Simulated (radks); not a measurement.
Question: All-electron atom: the platinum ion Pt+ in [Xe] 4f13 5d10 (not the ground configuration). Method: scalar-relativistic Kohn-Sham, PBE, spin-polarised, spherical densities, finite nucleus; open shells are filled with parallel spins first (spin-orbit coupling, left out, can overturn this in heavy ions); Fermi nuclear charge, rms radius 5.427 fm; computed with a radial shooting solver on a logarithmic mesh with Libxc functionals. Some entries of the table are withheld. Estimate them.

| orbital | occ. | eigenvalue (eV) | <r> (bohr) |
|---|---|---|---|
| 1s up | 1 | -78416.54 | 0.01715 |
| 1s down | 1 | -78416.54 | 0.01715 |
| 2s up | 1 | -13794.14 | 0.07237 |
| 2s down | 1 | -13794.11 | 0.07237 |
| 2p up | 3 | -11961.08 | 0.06523 |
| 2p down | 3 | -11961.06 | 0.06523 |
| 3s up | 1 | -3258.483 | 0.1871 |
| 3s down | 1 | -3257.741 | 0.1871 |
| 3p up | 3 | -2724.384 | 0.1882 |
| 3p down | 3 | -2723.631 | 0.1882 |
| 3d up | 5 | -2143.947 | 0.1705 |
| 3d down | 5 | -2143.372 | 0.1704 |
| 4s up | 1 | -716.5675 | 0.4142 |
| 4s down | 1 | -715.2977 | 0.4143 |
| 4p up | 3 | -540.7963 | 0.4405 |
| 4p down | 3 | -539.5752 | 0.4406 |
| 4d up | 5 | -327.1458 | 0.4655 |
| 4d down | 5 | -325.9572 | 0.4657 |
| 5s up | 1 | -114.1755 | (1) |
| 5s down | 1 | -113.7556 | (2) |
| 4f up | 7 | (3) | (4) |
| 4f down | 6 | (5) | (6) |
| 5p up | 3 | -67.2890 | 1.086 |
| 5p down | 3 | -67.0063 | 1.088 |
| 5d up | 5 | -15.4108 | 1.581 |
| 5d down | 5 | -15.3072 | 1.587 |

Answer: 
(1) 5s up <r> (bohr): 0.9409
(2) 5s down <r> (bohr): 0.9422
(3) 4f up eigenvalue (eV): -89.8155
(4) 4f up <r> (bohr): 0.5053
(5) 4f down eigenvalue (eV): -88.6245
(6) 4f down <r> (bohr): 0.5063
